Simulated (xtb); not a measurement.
Cl2GeH4OSi, SMILES Cl[SiH](Cl)[O][GeH3]. All values are semi-empirical tight-binding results from xtb (GFN2-xTB unless named), good for trends rather than for accurate numbers. Coordinates come from a GFN2-xTB optimisation. This is a generated structure with no PubChem entry under its InChIKey; it may be hypothetical. One conformer was computed; it need not be the lowest.

For metal compounds this method's bond lengths and energies can be far off.

```
Item                                          Result
-------------------------------------  -------------
orbital gap                                  6.48 eV
zero-point energy                      23.4 kcal/mol
G − E(el) at 298.15 K (modified RRHO)   0.9 kcal/mol
```
